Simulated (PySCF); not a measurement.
From one molecule to another.

First species: C6H6F4N2.
Cartesian coordinates in Å at the GFN2-xTB level; atoms count from 1:
```
atom  x, y, z in Å
C1     2.1009   -0.4622    0.8519
C2     1.3911   -0.4600   -0.4990
N3    -0.0385   -0.5612   -0.3348
N4    -0.6043   -1.7512   -0.2285
C5    -1.8880   -1.5278   -0.0360
F6    -2.7455   -2.5238    0.1086
C7    -2.1891   -0.1615   -0.0109
C8    -0.9531    0.4293   -0.2042
C9    -0.6157    1.8758   -0.2756
F10   -1.6960    2.6426   -0.1218
F11   -0.0552    2.2225   -1.4511
F12    0.2661    2.2517    0.6706
H13    3.1749   -0.4313    0.6964
H14    1.8106    0.4015    1.4441
H15    1.8507   -1.3673    1.3989
H16    1.6982   -1.3305   -1.0819
H17    1.6230    0.4481   -1.0586
H18   -3.1387    0.3114    0.1203
```

Second species: C6H11NOSi.
SMILES with atom numbers: `[CH3:1][SiH2:2][CH2:3]/[CH:4]=[CH:5]/[O:6][CH2:7][C:8]#[N:9]` (hydrogens: H10, H11, H12 on C1; H13, H14 on Si2; H15, H16 on C3; H17 on C4; H18 on C5; H19, H20 on C7)

Structure used (GFN2-xTB), in Å, numbered top down from 1:
```
atom  x, y, z in Å
C1    -2.6044    1.0017    0.0307
Si2   -2.3954   -0.8779    0.1613
C3    -0.8753   -1.3947   -0.8858
C4     0.3759   -0.7821   -0.3585
C5     0.9830    0.2386   -0.9461
O6     2.1047    0.9129   -0.5499
C7     2.7253    0.4768    0.6375
C8     3.8980    1.2906    0.8860
N9     4.8252    1.9228    1.0949
H10   -2.8501    1.3005   -0.9846
H11   -3.4005    1.3558    0.6784
H12   -1.6929    1.5224    0.3112
H13   -2.1656   -1.2702    1.5588
H14   -3.5808   -1.5746   -0.3519
H15   -0.7798   -2.4807   -0.8717
H16   -1.0244   -1.0932   -1.9223
H17    0.7412   -1.2039    0.5666
H18    0.6230    0.6682   -1.8701
H19    2.0446    0.5730    1.4998
H20    3.0432   -0.5755    0.5534
```

Levels: PBE0/pcSseg-1 for dipole moment, HOMO energy, LUMO energy and HOMO–LUMO gap; GFN2-xTB for rotational constant A and rotational constant C. Geometries: GFN2-xTB. All species are isolated and taken at one optimised geometry, non-relativistic unless stated; the electronic structure was computed with PySCF and density fitting.

The conformers computed, where there is a choice (atom-mapped SMILES and torsion angles):
- `[CH3:1][CH2:2][n:3]1[n:4][c:5]([F:6])[cH:7][c:8]1[C:9]([F:10])([F:11])[F:12]`: C1–C2–N3–N4 -86°, C7–C8–C9–F10 0°
- `[CH3:1][SiH2:2][CH2:3]/[CH:4]=[CH:5]/[O:6][CH2:7][C:8]#[N:9]`: C1–Si2–C3–C4 63°, Si2–C3–C4–C5 -105°, C4–C5–O6–C7 1°, C5–O6–C7–C8 179°

**Question.** Which has the higher HOMO energy?

**Answer.** The second: -6.81 eV against -7.65 eV, a difference of 0.84 eV.

**Question.** Which has the higher rotational constant A?

**Answer.** The second: 3.444 GHz against 1.288 GHz, a difference of 2.156 GHz.

**Question.** Which has the higher LUMO energy?

**Answer.** The second: 0.11 eV against -0.68 eV, a difference of 0.79 eV.

**Question.** Which has the higher rotational constant C?

**Answer.** The first: 0.544 GHz against 0.445 GHz, a difference of 0.099 GHz.

**Question.** Which of the two has the higher dipole moment, and by how much?

**Answer.** The second: 4.06 D against 1.70 D, a difference of 2.36 D.

On the first: In atomic units the dipole is 0.67 e·bohr (1 au = 2.5417 D).

On the second: The dipole matches unit charges of opposite sign 0.85 Å apart (1 e·Å = 4.8032 D).
